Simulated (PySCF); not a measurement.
HClO, charge +1, doublet (typed; the unrestricted solution is spin-contaminated), geometry from GFN2-xTB (a state made from the parent by changing its charge; the spin is typed, not shown lowest), with bond 3-1 at 1.3 times its length. Base run: PySCF with CAMB3LYP/def2-SVP.

The PySCF input:
```python
from pyscf import gto, scf, dft

mol = gto.M(
    atom='''
O    -0.043832    1.021486    0.014691
H    -0.966721    1.402032    0.005034
Cl    0.113890   -1.038569   -0.013779
''',
    basis='def2-svp',
    charge=1,
    spin=1,
    verbose=4,
)

mf = dft.UKS(mol)
mf.xc = 'camb3lyp'
mf.kernel()
```

Each row names what was changed in the base input (with any setting that the change needs).

| change | ΔE vs base (µEh) | SCF cycles | <S^2> | outcome |
|---|---|---|---|---|
| base | 0.0 | 30 | 0.976 | converged |
| conv_tol = 1e-12 | 0.0 | 38 | 0.976 | converged |
| solver = newton | -7922 | - | 1.038 | another SCF solution |
| conv_tol = 1e-6 | 0.5 | 21 | 0.974 | converged |
| init_guess = mod_huckel | 0.0 | 26 | 0.977 | converged |
| DIIS = EDIIS | - | 50 | - | not converged |
| level_shift = 0.1 (with mf.max_cycle = 100) | 0.0 | 43 | 0.977 | converged |
| level_shift = 0.5 (with mf.max_cycle = 100) | -7922 | 57 | 1.038 | another SCF solution |
| conv_tol = 1e-7 | -0.1 | 24 | 0.974 | converged |
| diis = off; damp = 0.6 (with mf.diis_start_cycle = 200; with mf.max_cycle = 150) | - | 150 | - | not converged |
| conv_tol_grad = 1e-7 | 0.0 | 34 | 0.976 | converged |
| diis_space = 12 | 0.0 | 24 | 0.976 | converged |
| init_guess = 1e | -7922 | 25 | 1.038 | another SCF solution |

A guess, shift, damping, solver or small numerical setting can't move a converged solution much, so rows marked as another SCF solution ended in a different state.

Open shells are given as the SCF converged; they aren't shown to be the lowest states, and a large step between rows can be another state.
